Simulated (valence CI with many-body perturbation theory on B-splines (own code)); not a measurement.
## Sr5+: key properties

Method: relativistic CI+MBPT: five valence electrons over a frozen Dirac-Fock core [Ar] 3d10, a basis of 9 s, 9 p, 8 d, 6 f, 3 g, 1 h functions for each j, with the one-electron correlation potential Σ1 (screened to all orders), the two-electron term Σ2, the three-electron term Σ3, Breit, model QED; selected single and double excitations, second order for the rest, scaled by the run's own slope (own B-spline code, finite nucleus).

Set against measurement, 12 paired levels are off by 125 cm⁻¹ on average, the worst by 212. These come from a selection out of Sansonetti, J. Phys. Chem. Ref. Data 41, 013102 (2012). Levels without a partner in it may be off by more. Among the levels kept, up to 2000 cm⁻¹ of a level comes from second order outside the variational space, and about a tenth of that is noise between levels of different J, which matters for small intervals.

Rates and lifetimes use the calculated energies. Strong lines usually hold to 10 to 20 %, long lifetimes can be off by a factor of two.

**Question.** What is the ground level?

**Answer.** 4s2 4p3 4S°_3/2, composition 92 % 4s2 4p3 4S° + 4 % 4s2 4p3 2P°, g = 1.966.

**Question.** What are the static dipole polarisabilities of the lowest levels?

**Answer.** 4s2 4p3 4S°_3/2 2.88; 4s2 4p3 2D°_3/2 2.87 (tensor 0.099); 4s2 4p3 2D°_5/2 2.89; 4s2 4p3 2P°_1/2 2.89 bohr³, of which the core gives 0.125.

**Question.** Among levels below 294360 cm⁻¹, which E1 lines absorb most strongly from the ground level?

**Answer.** to 4s2 4p2 4d 4P_5/2 at 36.24 nm, f = 1.72; to 4s2 4p2 4d 4P_3/2 at 35.93 nm, f = 1.11; to 4s2 4p2 4d 4P_1/2 at 35.59 nm, f = 0.361.

**Question.** How well does LS coupling describe the low levels?

**Answer.** Among the lowest 20 levels the leading LS term, summed over configurations, holds 87 % on average. For single configurations the figures are 78 % in LS and 60 % in jj coupling. Terms mix most in the J = 7/2 level at 246610 cm⁻¹, where the leading one holds 48 %.

**Question.** Name the longest-lived excited levels whose lifetime is computed, and their main decay.

**Answer.** 4s2 4p3 2D°_5/2 at 23647 cm⁻¹ lives 810 ms, mostly by M1 to 4s2 4p3 4S°_3/2; 4s2 4p3 2D°_3/2 at 20269 cm⁻¹ lives 67.2 ms, mostly by M1 to 4s2 4p3 4S°_3/2; 4s2 4p3 2P°_1/2 at 38716 cm⁻¹ lives 16.4 ms, mostly by M1 to 4s2 4p3 4S°_3/2. The lifetime of 4s2 4p2 4d 4F_9/2 is too uncertain to give, and may be longer.
